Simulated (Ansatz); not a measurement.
BH₄InSSi. The species carries charge 0 and has multiplicity 1. In: def2 effective core potential. The bonds changed during the relaxation, so this is another structure than the one it started from.

```xyz
8

S     1.0939   -0.5442   -0.8294
In   -2.2824    0.2627   -1.9842
B    -0.8097   -0.5490   -0.2994
Si    0.1490    0.8122    0.6851
H     1.7506   -1.2834    0.1024
H    -1.1875   -1.5675    0.2078
H     0.3053    2.2109    0.2015
H     0.9809    0.6583    1.9162
```

(1) What are the harmonic wavenumbers in cm⁻¹ at PBE0-D4/def2-TZVP (Ansatz, finite differences of forces, unscaled)? (Best estimate.)

(2) Is this a minimum?

(3) Give the ideal-gas thermochemistry at 298.15 K and 1 bar (rigid rotor, harmonic oscillator; point group C1, symmetry number 1).

(4) And at 400, 500, 600, 800 and 1000 K?

Results:

(1) Ansatz gave: 57, 81, 279, 387, 424, 468, 492, 563, 645, 697, 736, 759, 884, 971, 2173, 2210, 2546, 2597.

(2) Yes, all 18 modes are real.

(3) Zero-point energy 101.5 kJ/mol; H(298) − E = 121.5 kJ/mol; entropy 358.3 J/(mol·K), of which translation 174.3, rotation 120.3, vibration 63.8; G(298) − E = 14.7 kJ/mol. Modes under 100 cm⁻¹ are hindered rotations or soft bends, so the harmonic entropy is rough.

(4) 
```tsv
T (K)	H − E (kJ/mol)	S (J/mol/K)	G − E (kJ/mol)
400	132.8	390.7	-23.5
500	145.1	418.2	-64.0
600	158.4	442.4	-107.0
800	186.9	483.4	-199.8
1000	217.5	517.4	-299.9
```
